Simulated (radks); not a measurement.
Neutral antimony inside a hard spherical wall (all orbitals vanish at R), configuration held at [Kr] 4d10 5s2 5p3 and not refilled when levels cross. All-electron calculation, scalar-relativistic Kohn-Sham, r2SCAN, spin-polarised, spherical densities, finite nucleus; open shells are filled with parallel spins first (spin-orbit coupling, left out, can overturn this in heavy ions); meta-GGA in the generalised Kohn-Sham scheme; Fermi nuclear charge, rms radius 4.6802 fm. Program: a radial shooting solver on a logarithmic mesh with Libxc functionals. Eigenvalues in eV for spin up, with the zero of energy where the potential of the charges vanishes at infinity; a dash marks a level that is unbound or too diffuse for the functional's potential to be trusted. A positive occupied level is held by the wall or, in an anion where self-interaction has pushed it up, behind a barrier. The pressure on the wall is -dE/dV.

\begin{tabular}{lrrrrrrrrr}
R (bohr) & E (hartree) & kinetic (hartree) & e(4p) & e(4d) & e(5s) & e(5p) & e(6s, empty) & e(5d, empty) & pressure (GPa) \\ \hline
free & -6482.21510 & 6779.663 & -104.31 & -34.191 & -14.105 & -5.827 & - & - & 0 \\
20 & -6482.21510 & 6779.663 & -104.31 & -34.191 & -14.105 & -5.827 & - & - & < 0.0001 \\
8 & -6482.21263 & 6779.686 & -104.16 & -34.044 & -13.995 & -5.711 & 2.162 & 2.994 & 0.119 \\
7 & -6482.20593 & 6779.737 & -103.89 & -33.778 & -13.803 & -5.493 & 3.769 & 3.850 & 0.579 \\
4 & -6481.68636 & 6782.200 & -97.227 & -27.393 & -8.444 & 1.653 & 33.295 & 18.007 & 112 \\
3.5 & -6481.10722 & 6784.502 & -93.273 & -23.668 & -4.208 & 7.289 & 52.786 & 27.268 & 325 \\
3 & -6479.76524 & 6789.525 & -86.772 & -17.541 & 4.385 & 18.355 & 87.785 & 43.995 & 1070 \\
1.5 & -6423.32808 & 6971.057 & 16.355 & 94.097 & 256.46 & 297.95 & 719.46 & 358.91 & 172000 \\
\end{tabular}
